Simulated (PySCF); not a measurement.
**H₂ReS, quartet: computed properties**

Computed with PySCF, UPBE0, basis Re def2-TZVP with ECP60, S def2-TZVP, H def2-TZVP (scalar-relativistic core potentials, no spin–orbit coupling, density fitting).

The structure is a minimum.

```xyz
4
charge 0 multiplicity 4, angstrom
Re   -0.0080    0.2973    0.0000
S     0.0001   -1.7895    0.0000
H     0.7618    0.8396   -1.3708
H     0.7618    0.8396    1.3708
```

| Quantity | Value |
| --- | --- |
| Point group | Cs |
| Bond lengths | Re–H 1.663 Å (×2), Re–S 2.087 Å |
| Bond angles | H–Re–H 111.0°, H–Re–S 108.9° (×2) |
| Enthalpy at 298.15 K above 0 K | 12.44 kJ/mol |
| Principal quadrupole moments (Buckingham, traceless) about the centre of mass | -1.34, -0.61, 1.95 D Å |
| Zero-point energy | 36.6 kJ/mol |
| Rotational constants | 3.396, 0.1387, 0.1358 cm⁻¹ |
| Dipole moment | 2.34 D |
| Principal polarisabilities | 49.0, 52.3, 83.9 bohr³ |
| Spin squared ⟨S²⟩ | 3.778 |
| Lowest empty level (β) | -2.93 eV |
| Highest occupied level (α) | -6.40 eV |
| Atomisation energy without zero-point energy | 958 kJ/mol |
| Rotational symmetry number | 1 |
| Entropy at 298.15 K and 1 bar (electronic part: spin only) | 295.1 J/(mol K) |
| Heat capacity Cp at 298.15 K | 54.4 J/(mol K) |

Harmonic modes (masses in u: Re 186.956, S 31.972, H 1.008):
```tsv
symmetry	ω (cm⁻¹)	IR (km/mol)
a'	330	21.4
a''	478	6.4
a'	549	22.2
a'	627	55.4
a''	2065	65.0
a'	2077	116
```

Charges (e):
| atom | Mulliken | Löwdin | polar tensor | spin (Mulliken) | Mayer order to Re1 |
| --- | --- | --- | --- | --- | --- |
| Re1 | 0.38 | 0.03 | 0.81 | 2.95 | – |
| S2 | -0.31 | 0.08 | -0.49 | 0.23 | 2.32 |
| H3,4 | -0.04 | -0.06 | -0.16 | -0.09 | 0.95 |

Mulliken populations on Re1 (electrons outside its core potential): s 2.81, p 6.49, d 5.29, f 0.03.

Outer orbital energies (eV). α occupied: -11.07, -10.60, -10.07, -9.70, -9.41, -8.26, -6.89, -6.40; empty: -2.92, -2.07, -1.19, 1.87. β occupied: -18.98, -10.57, -10.10, -9.63, -8.33, -8.33; empty: -2.93, -2.79, -2.64, -2.10.

Other isomers or separated fragments may lie lower. Other spin states or occupations of the open shell can lie lower. Spin–orbit coupling, left out here, can matter for elements this heavy.

The final relaxation and frequency run took 39 s on 4 threads of a shared Arm Neoverse V2 host, with 89 basis functions and 15 gradients; the process peaked at 1.1 GiB.
